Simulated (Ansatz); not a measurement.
Question: Name a neutral molecule of Br, C, O, Si and H with HOMO energy (B3LYP/def2-TZVPP) between -8.00 and -7.70 eV and size of the dipole moment (PBE/def2-TZVPP) between 1.85 and 2.15 D (Ansatz, PBE0-D4/def2-TZVP geometry).

Answer: `C[SiH](O)Br` (-7.98 eV, 1.97 D). Other molecules can fit too; these were computed, each in one conformer that needn't be the lowest.

B3LYP here is the variant with VWN-RPA as its local correlation; programs differ in this.
